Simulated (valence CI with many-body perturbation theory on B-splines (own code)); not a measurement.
## Co22+ in three bases

Calculated by relativistic CI+MBPT: three valence electrons over a frozen Dirac-Fock core [He], radial functions for each j: 9 s, 9 p, 8 d, 6 f, 3 g, 1 h, with the one-electron correlation potential Σ1, the two-electron term Σ2, the three-electron term Σ3, Breit, model QED; selected CI, second order for the rest, scaled by the run's own slope (own B-spline code, finite nucleus).

No measured spectrum was set against this ion. As an estimate, levels of excited configurations hold to 0.05 to 0.15 % of their energy, terms of the ground configuration to about 0.5 %.

The reference run has the lowest level 2s2 2p 2P°_1/2 and an ionisation energy of 1961.19 eV. Its largest variational space holds 10705 state functions.

Names give the largest LS component (configuration and term), which can be under half, so a name can repeat, a term be missing and a line seem to break the LS rules; names also repeat where a configuration has a term twice.

Changed runs:
A. basis 6 s, 6 p, 5 d, 3 f, 1 g
B. basis 5 s, 5 p, 4 d, 2 f

Excitation energies of the reference run in cm⁻¹, and shifts in cm⁻¹:

```
                 Level  Reference       A      B
        2s2 2p 2P°_3/2     139675    -6.3    -12
         2s 2p2 4P_1/2     430319    -116   -371
         2s 2p2 4P_3/2     498119    -135   -422
         2s 2p2 4P_5/2     559079    -112   -367
         2s 2p2 2D_3/2     788515    +141   +402
         2s 2p2 2D_5/2     819192    +120   +336
         2s 2p2 2P_1/2     903908    +181   +551
         2s 2p2 2S_1/2    1051690    +199   +605
         2s 2p2 2P_3/2    1065410    +161   +505
           2p3 4S°_3/2    1337870     -60   -242
           2p3 2D°_3/2    1486170    +139   +352
           2p3 2D°_5/2    1523250    +157   +384
Ionisation energy (eV)    1961.19  -0.021  -0.06
```
